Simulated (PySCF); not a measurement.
C₆H₁₁PS.
SMILES with atom numbers: `[CH2:1]=[C:2]([CH3:3])[P@H:4](=[S:5])[CH:6]1[CH2:7][CH2:8]1` (hydrogens: H9, H10 on C1; H11, H12, H13 on C3; H14 on P4; H15 on C6; H16, H17 on C7; H18, H19 on C8)

All values: PBE0/pcSseg-1 and CAM-B3LYP/def2-SVPD (PySCF, non-relativistic), on one gas-phase PBE0-D3(BJ)/def2-SVP geometry that isn't relaxed in the solvent. The solvent is an IEF-PCM continuum (Bondi radii, 1.10 Å for H, scaled by 1.2). The model holds no explicit solvent molecules, cavitation or dispersion.

Gas phase at PBE0/pcSseg-1: HOMO -6.55 eV, LUMO -0.61 eV, dipole 4.68 D.

Problem. What does the continuum do to the energy, the frontier levels and the dipole at PBE0/pcSseg-1 in cyclohexane and water?

Solution. 
| solvent | ε | E(solvent) − E(gas) (kcal/mol) | polarisation term (kcal/mol) | distortion of the solute (kcal/mol) | HOMO (eV) | LUMO (eV) | dipole (D) |
| --- | --- | --- | --- | --- | --- | --- | --- |
| cyclohexane | 2.017 | -2.82 | -3.13 | 0.31 | -6.68 | -0.54 | 5.44 |
| water | 78.36 | -7.79 | -10.36 | 2.57 | -6.96 | -0.48 | 6.89 |

The polarisation term is half the interaction of the solute with the surface charges that it induces; the rest is the cost of distorting the solute's density. The sum is the electrostatic part of solvation alone. From cyclohexane to water the lowering changes by a factor 2.76, Onsager's factor (ε − 1)/(2ε + 1) by 2.43 and ε itself by 38.9.

Problem. Which radius a makes the point-dipole formula ΔE = −[(ε − 1)/(2ε + 1)]·μ²/a³ give the value in water, with the gas-phase dipole?

Solution. μ = 1.842 au and |ΔE| = 0.01242 Eh give a = 2.71 Å; the farthest nucleus lies 3.54 Å from the centroid of the nuclei, so such a sphere wouldn't even hold the nuclei. The formula assumes a rigid point dipole at the centre of a sphere.

Problem. Which Hirshfeld charges (PBE0/pcSseg-1) respond most in cyclohexane (means over atoms taken as equivalent)?

Solution. 
```csv
atoms,environment,gas (e),solvent (e),change
S5,sulfur bonded to P,-0.294,-0.324,-0.030
H14,P–H hydrogen,-0.002,+0.006,+0.008
H15,methine hydrogen,+0.050,+0.055,+0.005
P4,"phosphorus bonded to 2 C, S and H",+0.320,+0.325,+0.005
H9,vinylic hydrogen,+0.054,+0.057,+0.003
H16,methylene hydrogen,+0.052,+0.055,+0.003
H11/H12/H13,methyl hydrogen,+0.048,+0.051,+0.003
H18,methylene hydrogen,+0.053,+0.055,+0.002
```

Gas phase at CAM-B3LYP/def2-SVPD: HOMO -7.77 eV, LUMO 0.44 eV, dipole 4.74 D.

Problem. What does the continuum do to the energy, the frontier levels and the dipole at CAM-B3LYP/def2-SVPD in cyclohexane?

Solution. 
| solvent | ε | E(solvent) − E(gas) (kcal/mol) | polarisation term (kcal/mol) | distortion of the solute (kcal/mol) | HOMO (eV) | LUMO (eV) | dipole (D) |
| --- | --- | --- | --- | --- | --- | --- | --- |
| cyclohexane | 2.017 | -2.89 | -3.22 | 0.33 | -7.90 | 0.53 | 5.54 |

Problem. How does the static polarisability (CAM-B3LYP/def2-SVPD, frozen core, with the continuum's full static response) change?

Solution. 
```csv
medium,isotropic (au),principal values (au),⟨r²⟩ of the electrons (bohr²)
gas,114.5,"95.6, 122.0, 125.9",1459.1
cyclohexane,130.7,"109.3, 140.2, 142.7",1459.1
```

The isotropic value in cyclohexane is 1.14 times the gas-phase one; no cavity-field correction is applied. ⟨r²⟩ is taken about the centre of nuclear charge.

On one thread of an INTEL XEON PLATINUM 8581C at 2.10 GHz, no GPU (shared host), this took 35 s of wall time and 1.2 GiB of memory at its peak. This is the whole shielding run at PBE0/pcSseg-1 in water, SCF included.

Conformer computed: `[CH2:1]=[C:2]([CH3:3])[P@H:4](=[S:5])[CH:6]1[CH2:7][CH2:8]1`: C1–C2–P4–S5 0°, C2–P4–C6–C7 89°.
